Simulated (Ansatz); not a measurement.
Basis-set series for BrHInO (`[OH][In][Br]`) radical. Charge 0, multiplicity 2. In takes the def2 core potential. Geometry: relaxed with PBE0-D4/def2-TZVP. It is one conformer, not always the lowest.

Cartesian coordinates in Å:
```
O -0.5631 0.9357 -0.5728
In 0.1478 -0.8692 -0.0740
Br 1.4843 -0.9986 2.0379
H -1.0690 0.9321 -1.3910
```

| functional | basis | functions | energy (Eh) | HOMO (eV) | LUMO (eV) |
| --- | --- | --- | --- | --- | --- |
| PBE0-D4 | def2-TZVPP | 143 | -2839.83302 | -6.68 | -3.99 |
| PBE0-D4 | def2-QZVPP | 258 | -2839.89180 | -6.70 | -4.03 |
| ωB97M-V | def2-TZVPP | 143 | -2839.98860 | -8.68 | -2.35 |
| ωB97M-V | def2-QZVPP | 258 | -2840.04540 | -8.71 | -2.42 |

(1) Give the rows for def2-SVP. (An estimate is asked.)

## Answers

(1) Ansatz gave: 
```csv
functional,basis,functions,energy (Eh),HOMO (eV),LUMO (eV)
PBE0-D4,def2-SVP,77,-2839.41187,-6.56,-3.87
ωB97M-V,def2-SVP,77,-2839.56647,-8.53,-2.18
```

HOMO and LUMO are taken over both spins. Scalar relativity is left out up to krypton.
